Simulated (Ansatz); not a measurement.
```yaml
crystal:
  periodic: [true, true, true]
  atoms:
    - {symbol: P, position_ang: [0.931202, -0.310378, 0.477370]}
    - {symbol: Sb, position_ang: [-0.931202, 0.310378, -0.477370]}
basis:
  gaussian: {orbitals: x2c-TZVPPall, point_charges: [{charge: 2.00, position_ang: [5.636, 0.500, -0.835]}]}
hamiltonian: {xc: {name: wB97M-V}}
```

```sh
$ ansatz run in.yaml --threads 2 --pin off --events-out ev --progress --plain --max-ram 20480MiB --backend cpu
```

Shortened log:

```
Error: YAML parse error: error: line 2 column 3: crystal: missing field `lattice` (a structure is typed as `lattice` and `atoms`, a molecule's as `atoms` in Å alone, or read from a run's directory, `checkpoint`)
 --> <input>:2:3
1 | crystal:
2 |   periodic: [true, true, true]
3 |   atoms:
4 |     - {symbol: P, position_ang: [0.931202, -0.310378, 0.477370]}
```

Task: Something in this input is off. What?

Result: The molecule is marked periodic without a cell. The input was rejected before any iteration.
